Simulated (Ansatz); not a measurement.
C$_{2}$H$_{8}$B$_{2}$O, SMILES `BBCOC`, relaxed with RKS PBE0-D4/def2-TZVP in Ansatz from a PBE-D4/def2-SVP geometry. The force threshold is 0.005 eV/Å; the program also tests the step.

Total charge 0; spin multiplicity 1.

Start:

```xyz
13

B     1.946    2.045   -0.114
B     0.493    1.290   -0.247
C     0.065   -0.178    0.085
O    -1.264   -0.488   -0.274
C    -1.633   -1.799    0.070
H     2.296    2.654    0.886
H     2.699    2.134   -1.072
H    -0.384    2.050   -0.657
H     0.795   -0.908   -0.361
H     0.233   -0.295    1.196
H    -2.679   -1.956   -0.260
H    -0.987   -2.567   -0.426
H    -1.579   -1.980    1.174
```

Question: By how much does the energy fall, and how many steps does the optimiser take? (Best estimate.)

Answer: Ansatz gave: 0.06 eV, in 15 steps, 3 of them rejected.

Question: Which bonds change most? (Estimate.)

Answer: Ansatz gave: B2–H8 from 1.230 to 1.206 Å; C3–H10 from 1.130 to 1.107 Å; B1–H7 from 1.222 to 1.200 Å; B1–H6 from 1.222 to 1.200 Å.

Question: Give the relaxed structure. (Best estimate.)

Answer: The calculation gave: 
```xyz
13

B     1.922    2.022   -0.083
B     0.462    1.306   -0.286
C     0.059   -0.156    0.068
O    -1.280   -0.465   -0.231
C    -1.610   -1.785    0.099
H     2.198    2.635    0.911
H     2.752    2.033   -0.950
H    -0.388    2.013   -0.767
H     0.746   -0.848   -0.457
H     0.270   -0.330    1.141
H    -2.658   -1.939   -0.162
H    -0.995   -2.507   -0.456
H    -1.479   -1.978    1.174
```
